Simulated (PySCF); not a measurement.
**A survey of $^{17}$O NMR shifts**

No solvent, one averaged value for each set of equivalent atoms, one conformer, non-relativistic. PBE0/pcSseg-1 with gauge-including orbitals; GFN2-xTB geometry; PySCF 2.14.0 with density-fitted response routines.

Shieldings were converted by a linear fit to measured shifts: $^{17}$O (scatter 10.7 ppm rms, 12.2 ppm with the 3 outliers that the fit left out vs liquid water, solution or neat liquid). A few per cent of atoms miss by over 2 rms, more outside the fitted compound classes.

(1) Give the $^{17}$O shifts of `C[P@@](=O)(O)c1ccoc1`.

(2) Match the shifts 574.9, 414.8, 213.7, 52.4 ppm to `O=CC1=CCC(F)=CC1`, `COc1ccc(F)cc1`, `O=C=Pc1cccnc1`, `C=C(C)c1ccc(F)o1`.

Answers

(1) 
```csv
compound,environment,δ (ppm)
[CH3:1][P@@:2](=[O:3])([OH:4])[c:5]1[cH:6][cH:7][o:8][cH:9]1,O8: aromatic ring oxygen,245.9
[CH3:1][P@@:2](=[O:3])([OH:4])[c:5]1[cH:6][cH:7][o:8][cH:9]1,O3: P=O oxygen,98.7
[CH3:1][P@@:2](=[O:3])([OH:4])[c:5]1[cH:6][cH:7][o:8][cH:9]1,"O4: oxygen bonded to P, H",73.0
```

(2) 574.9: O=CC1=CCC(F)=CC1 (aldehyde oxygen); 414.8: O=C=Pc1cccnc1 (carbonyl oxygen); 213.7: C=C(C)c1ccc(F)o1 (aromatic ring oxygen); 52.4: COc1ccc(F)cc1 (ether oxygen).
